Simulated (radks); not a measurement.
Values are calculated unless marked as measured or tabulated.
Valence configurations of Ge+ (all share [Ar]). Level of theory: Dirac Kohn-Sham, BLYP, spin-unpolarised, spherical densities, point nucleus; open shells fill j = l - 1/2 first (a radial shooting solver on a logarithmic mesh with Libxc functionals). Energies are relative to 3d10 4s2 4p1; eigenvalues in eV.

valence          E (eV)  e(3d3/2)  e(3d5/2)  e(4p1/2)  e(4p3/2)  e(4s1/2)
3d10 4s2 4p1      0.000   -38.458   -37.872   -11.324         -   -19.778
3d10 4s1 4p2      8.561   -40.105   -39.517   -12.055         -   -20.719
3d9.5 4s2 4p1.5  14.295   -43.537   -42.931   -12.272         -   -21.184
3d10 4p3         17.599   -41.774   -41.184   -12.787   -12.511         -
3d9 4s2 4p2      30.687   -48.759   -48.133   -13.197         -   -22.550
3d9.5 4p3.5      32.955   -46.768   -46.159   -13.684   -13.377         -
3d8 4s2 4p3      70.448   -59.731   -59.065   -15.060   -14.688   -25.256

NIST lists [Ar] 3d10 4s2 4p1 as the ground configuration; this level of theory agrees among the configurations tried. The energies are those of spherical spin-averaged densities, not of single terms.
